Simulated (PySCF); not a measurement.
A calculated (M06-L, PySCF 2.14, Sapporo-DKH3-DZP-2012, the spin-free X2C one-electron Hamiltonian (Gaussian nucleus)) atom or ion has these occupied shells.

```csv
shell,electrons,orbital energy (eV),"rms radius, mean of both spins (bohr)"
1s α,1,-14183.5,0.0478
1s β,1,-14183.4,0.0478
2s α,1,-1891.4,0.199
2s β,1,-1891.3,0.199
2p α,3,-1670.4,0.177
2p β,3,-1670.3,0.177
3s α,1,-283.74,0.566
3s β,1,-283.66,0.566
3p α,3,-212.18,0.582
3p β,3,-212.08,0.582
3d α,5,-94.814,0.615
3d β,5,-94.688,0.615
4s α,1,-35.260,1.66
4s β,1,-33.710,1.66
4p α,3,-20.298,1.96
4p β,2,-19.175,1.96
```

Name the element and its charge.

Kr⁺ (krypton, charge +1), in [Ar] 3d10 4s2 4p5, 2P determinant.
